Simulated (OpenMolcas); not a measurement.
Nb3+ among 4 point charges of -1 e arranged as a square (D4h), 1.92 Å from the ion.
```
   1.9200    0.0000    0.0000  -1.00
   0.0000    1.9200    0.0000  -1.00
  -1.9200    0.0000    0.0000  -1.00
   0.0000   -1.9200    0.0000  -1.00
```

| Quantity | Value |
| --- | --- |
| Program | OpenMolcas |
| Method | CASSCF |
| Basis | ANO-RCC-VDZP [6s5p3d1f] |
| Scalar Hamiltonian | DKH2, point nucleus |
| Active space | 2 electrons in 5 orbitals (4d) |
| State averaging | 2S+1 = 3 even, 10 roots; 2S+1 = 1 even, 15 roots |
| Spin-orbit coupling | RASSI with atomic mean-field integrals over the reference wave functions |

Task: What is the spin-free ground state (labels of D4, the rotations of D4h)?

Result: 3E, 2-fold in its orbital part, 70 % from free-ion F terms; it has the highest spin that d2 allows.

Task: Where is the first state of the same spin?

Result: 3A2 at 871 cm-1 above the ground state.

Task: What are the lowest two levels with spin-orbit coupling?

Result: A 1-fold level A1, then a 2-fold level E 480.9 cm-1 above it. Their leading multiplicities are 3 (99 %) and 3 (100 %).

Task: What is χT at 300 K, and how does it compare with the textbook value?

Result: The lowest level has 2S+1 = 3, for which the spin-only value is χT = S(S+1) / 2 = 1.000 cm3 K/mol (g = 2). The computed 0.251 at 300 K differs by -0.749, through orbital momentum, spin-orbit coupling and any other state in reach.

An orbital doublet at a regular site is open to a Jahn-Teller distortion, which this geometry leaves out. Without dynamic correlation the repulsion within the d shell is too large (B by tens of per cent), so at a given field states of lower spin stand too high. Point charges carry no covalency, so the field is a model and not that of real ligands. No measured value stands beside these numbers.
